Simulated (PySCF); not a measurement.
A TDDFT job, as run on [MoO3F]-, `[O]=[Mo-](=[O])(=[O])[F]`.

Computed with TDDFT PBE0/def2-SVPD, vertical, gas phase, core orbitals frozen in the response, def2 core potentials past Kr in PySCF.

Input of the driver that calls PySCF (job settings, then Cartesian coordinates in Å):

```
{"job": {"kind": "uv", "xc": "PBE0", "basis": "def2-SVPD", "ip": false, "nstates": 10}, "charge": -1, "multiplicity": 1}
Mo     0.0160     0.0379     0.0178
O     -0.0713    -0.1128     1.7226
O      1.6438     0.2665    -0.4677
O     -0.9387     1.3631    -0.5015
F     -0.6498    -1.5548    -0.7712
```

The self-consistent field part of the output:

```
coarse grid: 29016 points
cycle   1  E = -392.8727658192  dE = -7.420e+00  |g| = 1.693e+00  |ddm| = 3.699e+00
cycle   2  E = -388.6007887754  dE =  4.272e+00  |g| = 4.853e+00  |ddm| = 4.669e+00
cycle   3  E = -393.3131539951  dE = -4.712e+00  |g| = 6.571e-01  |ddm| = 4.114e+00
cycle   4  E = -393.3998888180  dE = -8.673e-02  |g| = 2.222e-01  |ddm| = 7.877e-01
cycle   5  E = -393.4061137975  dE = -6.225e-03  |g| = 1.106e-01  |ddm| = 1.816e-01
cycle   6  E = -393.4084942782  dE = -2.380e-03  |g| = 1.122e-02  |ddm| = 1.010e-01
cycle   7  E = -393.4085176232  dE = -2.334e-05  |g| = 3.108e-03  |ddm| = 9.944e-03
cycle   8  E = -393.4085187723  dE = -1.149e-06  |g| = 1.831e-03  |ddm| = 3.068e-03
final grid: 59632 points
cycle   9  E = -393.4084240935  dE =  5.614e-06  |g| = 5.613e-03  |ddm| = 5.120e-03
cycle  10  E = -393.4083673509  dE =  5.674e-05  |g| = 1.764e-02  |ddm| = 1.577e-02
cycle  11  E = -393.4084304774  dE = -6.313e-05  |g| = 1.467e-04  |ddm| = 1.199e-02
cycle  12  E = -393.4084304810  dE = -3.592e-09  |g| = 4.168e-05  |ddm| = 1.291e-04
cycle  13  E = -393.4084304813  dE = -2.494e-10  |g| = 1.915e-05  |ddm| = 3.731e-05
converged SCF energy = -393.4084304813
```

Q: What follows in the output?

A: 
```
Static polarisability (au): isotropic 53.109, principal 45.446 56.923 56.959

Singlet excitations
state   eV       nm        f      main configurations
  1   5.0928    243.4   0.00071   H->L 0.71, H-2->L 0.11, H-1->L+1 0.10
  2   5.0964    243.3   0.00073   H->L+1 0.70, H-1->L 0.11, H-2->L+1 0.11
  3   5.4262    228.5   0.00513   H-2->L 0.49, H-1->L+1 0.49
  4   5.4315    228.3   0.00000   H-1->L 0.49, H-2->L+1 0.48
  5   5.6098    221.0   0.00731   H-3->L 0.27, H->L+1 0.21, H-2->L+1 0.20
  6   5.6132    220.9   0.00755   H-3->L+1 0.27, H->L 0.20, H-1->L+1 0.20
  7   5.9872    207.1   0.00000   H->L+2 0.74, H->L+3 0.16, H->L+6 0.09
  8   6.0904    203.6   0.00266   H-3->L 0.45, H-2->L+2 0.25, H-2->L+3 0.09
  9   6.0969    203.4   0.00265   H-3->L+1 0.44, H-1->L+2 0.26, H-1->L+3 0.09
 10   6.4658    191.8   0.04806   H-1->L+2 0.55, H-3->L+1 0.18

Triplet excitations (Tamm-Dancoff, eV): 4.7437 4.7478 4.8624 4.8663
```

The SCF starts on a coarse grid; the energy jumps when the final grid takes over, and dE counts afresh there. The run used 126 basis functions and 13 SCF iterations for the ground state.

On x86-64 server, one thread (shared host), this took 12 s.

Q: What transition dipole does the oscillator strength of state 10, the strongest, imply?

A: From f = (2/3)·ΔE·|μ|² in atomic units, ΔE = 0.2376 Eh and f = 0.0481 give |μ| = 0.55 au (1.40 D).

Geometry: PBE0-D3(BJ)/def2-SVP; no solvent, vibrations or thermal averaging. Atoms past krypton carry effective core potentials; spin–orbit coupling is left out.
